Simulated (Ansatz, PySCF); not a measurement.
Dissociation curve of CH5Ga, SMILES [CH3][GaH2]. The C1–Ga5 bond (C1 also carries H, H, H; Ga5 carries H, H) is varied alone, starting from the PBE0/def2-TZVP optimised geometry.

- UHF/LANL2DZ = PySCF with unrestricted Hartree-Fock/LANL2DZ, with its core potentials past Ne
- RKS-M06-2X/6-31G* = restricted M06-2X/6-31G*, spherical d (PySCF)
- RHF/cc-pVTZ (Ansatz, a quantum-chemistry and plane-wave program)
- UKS-M06-2X/6-31G* = unrestricted M06-2X/6-31G*, spherical d in PySCF

Energies are in kJ/mol, each relative to the lowest point of its own curve near equilibrium.

```json
[
 {"R / Å": "1.46", "UHF/LANL2DZ": "438.4", "RKS-M06-2X/6-31G*": "462.8", "RHF": "486.0", "UKS-M06-2X/6-31G*": "462.8"},
 {"R / Å": "1.56", "UHF/LANL2DZ": "240.9", "RKS-M06-2X/6-31G*": "252.7", "RHF": "267.7", "UKS-M06-2X/6-31G*": "252.7"},
 {"R / Å": "1.68", "UHF/LANL2DZ": "100.9", "RKS-M06-2X/6-31G*": "105.7", "RHF": "113.4", "UKS-M06-2X/6-31G*": "105.7"},
 {"R / Å": "1.76", "UHF/LANL2DZ": "47.8", "RKS-M06-2X/6-31G*": "50.3", "RHF": "54.7", "UKS-M06-2X/6-31G*": "50.3"},
 {"R / Å": "1.83", "UHF/LANL2DZ": "19.8", "RKS-M06-2X/6-31G*": "21.2", "RHF": "23.5", "UKS-M06-2X/6-31G*": "21.2"},
 {"R / Å": "1.93", "UHF/LANL2DZ": "…", "RKS-M06-2X/6-31G*": "2.1", "RHF": "2.6", "UKS-M06-2X/6-31G*": "2.1"},
 {"R / Å": "1.97", "UHF/LANL2DZ": "0.0", "RKS-M06-2X/6-31G*": "0.0", "RHF": "0.0", "UKS-M06-2X/6-31G*": "0.0"},
 {"R / Å": "2.01", "UHF/LANL2DZ": "0.7", "RKS-M06-2X/6-31G*": "0.4", "RHF": "0.1", "UKS-M06-2X/6-31G*": "0.4"},
 {"R / Å": "2.11", "UHF/LANL2DZ": "10.8", "RKS-M06-2X/6-31G*": "9.6", "RHF": "9.1", "UKS-M06-2X/6-31G*": "9.6"},
 {"R / Å": "2.17", "UHF/LANL2DZ": "21.2", "RKS-M06-2X/6-31G*": "19.4", "RHF": "19.2", "UKS-M06-2X/6-31G*": "19.4"},
 {"R / Å": "2.27", "UHF/LANL2DZ": "43.6", "RKS-M06-2X/6-31G*": "40.5", "RHF": "41.2", "UKS-M06-2X/6-31G*": "40.5"},
 {"R / Å": "2.45", "UHF/LANL2DZ": "93.2", "RKS-M06-2X/6-31G*": "87.3", "RHF": "90.5", "UKS-M06-2X/6-31G*": "87.3"},
 {"R / Å": "2.65", "UHF/LANL2DZ": "153.8", "RKS-M06-2X/6-31G*": "144.2", "RHF": "150.6", "UKS-M06-2X/6-31G*": "144.2"},
 {"R / Å": "3.00", "UHF/LANL2DZ": "221.1", "RKS-M06-2X/6-31G*": "240.0", "RHF": "252.9", "UKS-M06-2X/6-31G*": "240.0"},
 {"R / Å": "3.23", "UHF/LANL2DZ": "…", "RKS-M06-2X/6-31G*": "295.5", "RHF": "313.5", "UKS-M06-2X/6-31G*": "294.9"},
 {"R / Å": "3.53", "UHF/LANL2DZ": "254.2", "RKS-M06-2X/6-31G*": "357.8", "RHF": "382.9", "UKS-M06-2X/6-31G*": "323.0"},
 {"R / Å": "3.92", "UHF/LANL2DZ": "261.3", "RKS-M06-2X/6-31G*": "423.3", "RHF": "457.9", "UKS-M06-2X/6-31G*": "…"},
 {"R / Å": "4.36", "UHF/LANL2DZ": "264.0", "RKS-M06-2X/6-31G*": "479.7", "RHF": "525.0", "UKS-M06-2X/6-31G*": "348.6"},
 {"R / Å": "4.84", "UHF/LANL2DZ": "264.8", "RKS-M06-2X/6-31G*": "524.1", "RHF": "581.6", "UKS-M06-2X/6-31G*": "355.1"},
 {"R / Å": "5.28", "UHF/LANL2DZ": "265.0", "RKS-M06-2X/6-31G*": "552.6", "RHF": "621.9", "UKS-M06-2X/6-31G*": "358.8"},
 {"R / Å": "5.89", "UHF/LANL2DZ": "265.1", "RKS-M06-2X/6-31G*": "579.7", "RHF": "…", "UKS-M06-2X/6-31G*": "361.0"},
 {"R / Å": "6.82", "UHF/LANL2DZ": "265.1", "RKS-M06-2X/6-31G*": "…", "RHF": "…", "UKS-M06-2X/6-31G*": "361.7"}
]
```

What belongs in the gaps?


- 1.93, UHF/LANL2DZ: 1.8
- 3.23, UHF/LANL2DZ: 241.1
- 3.92, UKS-M06-2X/6-31G*: 339.0
- 5.89, RHF: 663.7
- 6.82, RKS-M06-2X/6-31G*: 603.7
- 6.82, RHF: 703.9

The unrestricted determinant behind UHF/LANL2DZ is spin-contaminated at 2.65 to 6.82 Å (<S²> up to 1.0, against 0.00 for a pure singlet). The restricted form behind RKS-M06-2X/6-31G*, RHF keeps the bonding electrons paired and can't separate into open-shell fragments. The unrestricted determinant behind UKS-M06-2X/6-31G* is spin-contaminated at 3.23 to 6.82 Å (<S²> up to 1.0, against 0.00 for a pure singlet).
